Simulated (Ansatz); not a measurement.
Consider the ligand exchange at the Si–O bond: `OB(Br)O[SiH3]` + `NC(O)O` → `OC(O)N[SiH3]` + `OB(O)Br`.

Gas-phase electronic energies from Ansatz, PBE0-D4/def2-TZVP geometries. CCSD(T)/CBS adds triple-zeta CCSD(T) − MP2 to the extrapolated MP2 energy (def2 sets, frozen cores). DFT in def2-TZVPP. B3LYP here is the variant with VWN-RPA as its local correlation; programs differ in this. For Br outer-core shells are correlated without core-valence functions, which leaves a few kJ/mol of doubt a bond. Scalar relativity is left out up to krypton. Each species was taken in one conformer, which may not be the lowest.

| level | ΔE (kJ/mol) | difference from CCSD(T)/CBS |
| --- | --- | --- |
| PBE-D4 | 46.0 | -7.7 |
| r2SCAN-D4 | 51.9 | -1.8 |
| PBE0-D4 | 47.8 | -5.9 |
| ωB97M-V | 51.1 | -2.6 |
| B3LYP | 52.5 | -1.2 |
| HF/def2-TZVPP | 59.9 | 6.2 |
| SCS-MP2/def2-TZVPP | 54.2 | 0.5 |
| HF/def2-QZVPP | 61.0 | 7.3 |
| HF/CBS(def2) | 61.1 | 7.4 |
| CCSD/CBS(def2) | 54.5 | 0.8 |
| CCSD(T)/CBS | 53.7 | 0 |

Largest T1 diagnostic among the species: 0.011.

In def2-TZVPP, CCSD(T) changes the Hartree–Fock value by −7.8 kJ/mol (the triples alone add −0.8 kJ/mol) and MP2 by −7.5 kJ/mol.
